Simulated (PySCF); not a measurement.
# [Tl(BH4)2]+ at several levels of theory

Computed with PySCF 2.14.0 (density fitting, no spin-orbit coupling) at the geometry relaxed with PBE0:

```xyz
11
[Tl(BH4)2]+ (singlet)
Tl    0.0000    0.0000   -0.0129
B     2.2309    0.2049    0.1743
H     3.1429   -0.5640   -0.4479
H     2.5099   -0.1308    1.2980
H     2.3275   -0.7935   -0.7226
H     2.5315    1.2748   -0.2900
B    -2.2309   -0.2043    0.1750
H    -3.1429    0.5625   -0.4498
H    -2.5099    0.1353    1.2975
H    -2.3275    0.7910   -0.7253
H    -2.5315   -1.2758   -0.2857
```

```
level                                              basis    state  HOMO (eV)  gap (eV)  charge on Tl1 (e)  dipole about the centre of mass (D)  largest force component (eV/Å)
 PBE0     Tl def2-SVP with ECP60, B def2-SVP, H def2-SVP  singlet     -12.40      5.89               0.58                                 1.90                            0.01
 PBE0  Tl def2-TZVP with ECP60, B def2-TZVP, H def2-TZVP  singlet     -12.37      5.85               0.62                                 1.85                            0.32
```

Charges are Mulliken's, which hang on the basis. The relaxation used the grid (50, 194), these runs (75, 302) or, all-electron (x2c bases, spin-free X2C Hamiltonian), (99, 590).

**Question.** A further run in the first row's basis gives HOMO (eV) -11.29, gap (eV) 4.08, charge on Tl1 (e) 0.47, dipole about the centre of mass (D) 1.81, largest force component (eV/Å) 0.37. Which level was it?
A. BP86
B. BLYP

**Answer.** B. The others give HOMO -11.58 eV (BP86).

In the first row's basis the gap widens with exact exchange: 4.1 to 4.3 eV for BLYP, BP86 (none); 5.9 eV for PBE0 (a fixed share).

On relaxing from the template, bonds within or between ligands changed, so the formula names the start rather than the bonding at the end.
